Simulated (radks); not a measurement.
Results of a calculation; reference values are marked as such.
Dipole-allowed excitations along the series with 68 electrons in [Xe] 4f14. Code: a radial shooting solver on a logarithmic mesh with Libxc functionals. Model: scalar-relativistic Kohn-Sham, LB94 model potential, spin-unpolarised, spherical densities, finite nucleus; Fermi nuclear charge, rms radius of each element as measured or else 0.836 A^(1/3) + 0.57 fm. Time-dependent linear response with the Hartree and adiabatic LDA kernel, continuum included through the Sternheimer equations, no spin-orbit coupling, so fine structure and intercombination lines are absent. Lines are the poles of the dipole polarisability below minus the highest occupied eigenvalue, found on a grid refined at the orbital gaps; the lowest seven at most are given, and weak or close lines can be missed. The first line takes the name of the lowest orbital gap if no other gap lies below it; otherwise a line is named after a gap within 0.6 % of it, if that gap stands alone.

species  -e(HOMO) (eV)  lowest orbital gap (eV)  first line (eV)      f  strongest line (eV)  its f  static alpha (bohr^3)
Hf4+            68.705             4f-5d 20.937   22.597 (4f-5d)  0.170  43.240 (unassigned)   4.00                  3.187
Ta5+            93.869             4f-5d 30.034   31.746 (4f-5d)  0.121  49.565 (unassigned)   4.72                  2.498

Estimate the first line of W6+, its oscillator strength and the static polarisability.

Answer. 41.621 eV (4f-5d), f = 0.0293, alpha = 2.025 bohr^3.
